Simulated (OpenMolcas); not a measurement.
# Sn2+: effect of the IPEA shift

```json
{
  "Program": "OpenMolcas 26.06",
  "Basis": "ANO-RCC-VTZP [7s6p4d2f1g]",
  "Scalar Hamiltonian": "DKH2, point nucleus",
  "Active space": "2 electrons in 4 orbitals (5s 5p)",
  "State averaging": "2S+1 = 3 even, 3 roots; 2S+1 = 1 even, 7 roots; 2S+1 = 3 odd, 3 roots; 2S+1 = 1 odd, 3 roots",
  "Spin-orbit coupling": "RASSI with atomic mean-field integrals over the reference wave functions, term energies averaged over their components"
}
```

Methods on the same reference wave functions:
A. CASSCF
B. MS-CASPT2, IPEA 0 Eh, imaginary shift 0.1 Eh (closed shells correlated: 4d)
C. MS-CASPT2, IPEA 0.25 Eh, imaginary shift 0.1 Eh (closed shells correlated: 4d)

Energies in cm-1 above 5s2 1S0, the measured ground level; measured values from Moore, Atomic Energy Levels, vol. III, NSRDS-NBS 35 (1971 reprint of NBS Circular 467, 1958).

```json
{"Level": "5s2 1S0", "A": "0.0", "B": "0.0", "C": "0.0", "Measured": "0.0"}
{"Level": "5s 5p 3P* 0", "A": "48732", "B": "53740", "C": "53910", "Measured": "53548"}
{"Level": "5s 5p 3P* 1", "A": "50204", "B": "55160", "C": "55330", "Measured": "55196"}
{"Level": "5s 5p 3P* 2", "A": "53464", "B": "58470", "C": "58640", "Measured": "59229"}
{"Level": "5s 5p 1P* 1", "A": "85113", "B": "78480", "C": "79380", "Measured": "79911"}
{"Level": "5p2 3P0", "A": "123604", "B": "127870", "C": "128290", "Measured": "127308"}
{"Level": "5p2 3P1", "A": "125636", "B": "130120", "C": "130520", "Measured": "130120"}
{"Level": "5p2 1S0", "A": "156831", "B": "152440", "C": "153230", "Measured": ""}
```

Deviations, from unrounded energies. A percentage is the sum of absolute deviations over the sum of measured energies, with the sign that they share, or ± where signs differ.

```
           Against measurement  Levels     A     B     C
mean absolute deviation (cm-1)       6  4800   500   500
      other configurations (%)       6  ±5.7  ±0.6  ±0.6
```

B, C lie about equally close to measurement and A furthest from it. The largest miss of B in the table is 5s 5p 1P* 1, by -1400 cm-1. The ranking rests on the paired levels alone, and a cruder setting can come out closer through cancelling errors.

Between B and C the level of the table that moves most is 5s 5p 1P* 1, by 900 cm-1 (lowest in B, highest in C). Moves below CASPT2's spread within the term are not significant.

The lowest spin-free term lies below A's lowest term by 0.418 hartree in B, 0.416 hartree in C.

Over all roots computed the reference weight is 0.86 to 0.94 in B, 0.88 to 0.94 in C; the roots of lowest weight are the least certain, and an intruder state may touch them. The ¹D term of p² mixes with s d, which this space lacks. Measured partners are found by configuration, term and J. A level has none where our copy of the source lacks it or the pairing is in doubt (some pairs that miss far off the trend of their configuration count as doubtful), and it then counts in no deviation. Levels of configurations outside the active space are missing. Levels that lie high or do not pair safely by name in every column are left out.

* marks odd parity.
